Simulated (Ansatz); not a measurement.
C3H10Ge can be A, `C[CH2][GeH2][CH3]`, or B, `CC[CH2][GeH3]`.

Computed with Ansatz on PBE0-D4/def2-TZVP structures; ΔE is electronic, products minus reactants. CCSD(T)/CBS adds triple-zeta CCSD(T) − MP2 to the extrapolated MP2 energy (def2 sets, frozen cores). Functionals use def2-TZVPP. B3LYP here is the variant with VWN-RPA as its local correlation; programs differ in this. For Ge outer-core shells are correlated without core-valence functions, which leaves a few kJ/mol of doubt a bond. Scalar relativity is left out up to krypton. One conformer a species, not always the lowest.

A:

Z-matrix (Å, degrees):
```
C
C 1 1.523
H 1 1.093 2 111.7
H 1 1.094 2 111.6 3 120.0
H 1 1.093 2 111.4 3 -120.0
Ge 2 1.963 1 113.2 3 60.4
H 2 1.094 1 110.7 3 -60.7
H 2 1.094 1 110.6 3 -178.4
C 6 1.956 2 110.8 1 -60.3
H 6 1.545 2 109.1 1 60.1
H 6 1.544 2 109.9 1 178.4
H 9 1.091 6 110.6 2 60.7
H 9 1.091 6 110.3 2 -59.4
H 9 1.091 6 110.5 2 -179.4
```

B:

```xyz
14

C     1.1317    0.0512    1.7654
C     0.7221    0.2927    0.3214
C    -0.6215   -0.3361   -0.0228
Ge   -1.1708   -0.0347   -1.8789
H     1.2123   -1.0189    1.9760
H     2.0977    0.5098    1.9906
H     0.3943    0.4683    2.4568
H     1.4952   -0.1027   -0.3470
H     0.6835    1.3709    0.1298
H    -1.4072    0.0602    0.6285
H    -0.5925   -1.4172    0.1478
H    -1.2885    1.4760   -2.1582
H    -2.5317   -0.6954   -2.1653
H    -0.1246   -0.6242   -2.8442
```

Problem. Which isomer does CCSD(T)/CBS put lower? Give the gap. (An estimate is asked.)

Solution. Computed: A, by 29.0 kJ/mol.

Problem. Give E(B) − E(A) in kJ/mol with ωB97M-V, CCSD/def2-TZVPP, B3LYP, MP2/def2-TZVPP, B3LYP-D4, PBE0-D4, BLYP-D4. (Best estimate.)

Solution. Ansatz gave: ωB97M-V 28.5, CCSD/def2-TZVPP 29.5, B3LYP 27.7, MP2/def2-TZVPP 32.7, B3LYP-D4 28.4, PBE0-D4 27.7, BLYP-D4 28.6. None reverses the order clearly.

Problem. Does the order hold for the free energy at 298.15 K (harmonic terms from PBE0-D4)? (Best estimate.)

Solution. Ansatz gave: Yes: G(B) − G(A) = +28.5 kJ/mol, for one conformer each.

Largest T1 diagnostic: 0.010.

At CCSD(T), def2-SVP lies −13.8 kJ/mol from the extrapolated value and def2-TZVPP +1.0 kJ/mol. In def2-TZVPP, CCSD(T) changes the Hartree–Fock value by +5.6 kJ/mol (the triples alone add +0.5 kJ/mol) and MP2 by +8.4 kJ/mol.
